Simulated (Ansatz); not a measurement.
The cluster Al4Te6⁻, relaxed as a doublet with UKS PBE-D4/def2-SVP in Ansatz, starting from the GFN2-xTB geometry. Force threshold 0.03 eV/Å.

In the def2 sets Te takes a core potential; there is no spin–orbit coupling. An occupied level of the charge -1 doublet lies above an empty one (by up to 0.08 eV), so this SCF solution is probably not the lowest. The gap within one spin of the charge -1 doublet nearly closes, so an electron or hole may be smeared out by delocalisation error. The relaxation made no stability test and no search for a lower SCF solution. The structure comes from a short search, and lower isomers may exist.

Start:

```xyz
10

Al    0.391   -0.087   -1.640
Al    0.259   -1.503    0.724
Al    0.973    1.158    0.750
Al   -1.624    0.433    0.167
Te    2.012   -0.565    2.392
Te   -1.060    2.594    1.491
Te    1.053   -2.594   -1.494
Te   -2.221   -1.741    1.455
Te    2.225    1.740   -1.448
Te   -2.008    0.564   -2.396
```

(1) Estimate the energy that the relaxation releases and the steps that it takes.

(2) Does the start keep its bonding?

(3) Predict the relaxed structure.

Answers

(1) 1.0 kcal/mol, in 6 steps; 90 s on 4 threads of Arm Neoverse V1 on a shared host. No frequencies were taken in this run, so the end may be a saddle point.

(2) By distances, no bond broke or formed. The bond that changes most is Al2–Te8, from 2.60 to 2.62 Å (atoms count from 1).

(3) 
```csv
atom,x (Å),y (Å),z (Å)
Al1,0.3395,-0.0821,-1.6785
Al2,0.3059,-1.5035,0.7650
Al3,1.0159,1.1383,0.7811
Al4,-1.6544,0.4306,0.1227
Te5,2.0318,-0.5494,2.4529
Te6,-1.0502,2.5797,1.4865
Te7,1.0531,-2.5865,-1.4902
Te8,-2.2155,-1.7488,1.4366
Te9,2.2258,1.7234,-1.4515
Te10,-2.0518,0.5983,-2.4246
```
Bond lengths (bridged metal pairs left out): 12 × Al–Te 2.58 to 2.62 Å.
